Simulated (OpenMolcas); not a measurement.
**Rh3+ in a point-charge field**

Rh3+ among 5 point charges of -1.5 e arranged as a square pyramid (C4v), 1.88 Å from the ion, with the axial distance 2.294 Å.

```yaml
Program: OpenMolcas
Method: CASSCF
Basis: ANO-RCC-VDZP [6s5p3d1f]
Scalar_Hamiltonian: DKH2, point nucleus
Active_space: 6 electrons in 5 orbitals (4d)
State_averaging: 2S+1 = 5 even, 5 roots; 2S+1 = 3 even, 45 roots; 2S+1 = 1 even, 50 roots
Spin-orbit_coupling: state interaction with AMFI integrals over the reference wave functions
```

The lowest spin-free states, above the lowest:

| State | Degeneracy | E (cm-1) | Free-ion L (%) |
| --- | --- | --- | --- |
| 2S+1 = 5 | 1 | 0.0 | D (100) |
| 2S+1 = 5 | 2 | 1413 | D (100) |
| 2S+1 = 5 | 1 | 9477 | D (100) |
| 2S+1 = 3 | 1 | 12985 | G (40) |
| 2S+1 = 3 | 2 | 13848 | H (43) |
| 2S+1 = 3 | 1 | 14961 | H (47) |
| 2S+1 = 3 | 2 | 17914 | H (63) |
| 2S+1 = 5 | 1 | 18468 | D (100) |
| 2S+1 = 3 | 1 | 19682 | G (45) |
| 2S+1 = 3 | 1 | 20581 | H (76) |
| 2S+1 = 3 | 2 | 21163 | G (45) |
| 2S+1 = 3 | 1 | 22129 | H (68) |
| 2S+1 = 3 | 2 | 22426 | H (54) |
| 2S+1 = 3 | 1 | 23216 | F (56) |
| 2S+1 = 3 | 1 | 23260 | H (48) |
| 2S+1 = 3 | 2 | 23685 | F (50) |
| 2S+1 = 1 | 1 | 24026 | G (55) |
| 2S+1 = 1 | 2 | 24502 | I (47) |
| 2S+1 = 1 | 1 | 24624 | D (42) |
| 2S+1 = 1 | 1 | 24631 | I (57) |

The lowest levels with spin-orbit coupling:

| E (cm-1) | Degeneracy | 2S+1 | g |
| --- | --- | --- | --- |
| 0.0 | 1 | 5 |  |
| 103.6 | 2 | 5 | 0.00 0.00 3.70 |
| 439.9 | 1 | 5 |  |
| 453.3 | 1 | 5 |  |
| 1596 | 2 | 5 | 0.00 0.00 9.96 |
| 2368 | 1 | 5 |  |
| 2381 | 1 | 5 |  |
| 2632 | 2 | 5 | 0.00 0.00 2.92 |
| 2724 | 1 | 5 |  |
| 3405 | 1 | 5 |  |
| 3464 | 2 | 5 | 0.00 0.00 5.33 |
| 9968 | 1 | 5 |  |
| 10007 | 1 | 5 |  |
| 10347 | 2 | 5 | 0.00 0.00 4.51 |
| 10451 | 1 | 5 |  |
| 12592 | 1 | 3 |  |
| 12865 | 2 | 3 | 0.00 0.00 1.62 |
| 13585 | 1 | 3 |  |
| 14756 | 1 | 3 |  |
| 14997 | 1 | 3 |  |

Powder χT (cm3 K/mol): 0.139 at 2 K, 0.694 at 10 K, 3.07 at 50 K, 4.09 at 100 K, 4.59 at 200 K, 4.75 at 300 K. The effective moment at 300 K is 2.828 √(χT) = 6.17 μB.

The lowest level has 2S+1 = 5, for which the spin-only value is χT = S(S+1) / 2 = 3.000 cm3 K/mol (g = 2). The computed 4.754 at 300 K differs by +1.754, through orbital momentum, spin-orbit coupling and any other state in reach.

Without dynamic correlation the repulsion within the d shell is too large (B by tens of per cent), so at a given field states of lower spin stand too high. This shell can be high or low spin here, a state of another spin lies low, and with metal d orbitals alone active their balance is uncertain, so the ground spin may be wrong. Point charges give a weaker field than real ligands, and real ions of this kind are as a rule low spin; the high spin found here belongs to the model. This is an electrostatic model: the charges have no orbitals. An unlabelled pair can be two single states that coincide in this model. No measured value stands beside these numbers.

A state without a sure symmetry label is named by its multiplicity alone. With an even number of electrons the g values are those of a degenerate or nearly degenerate non-Kramers pair.
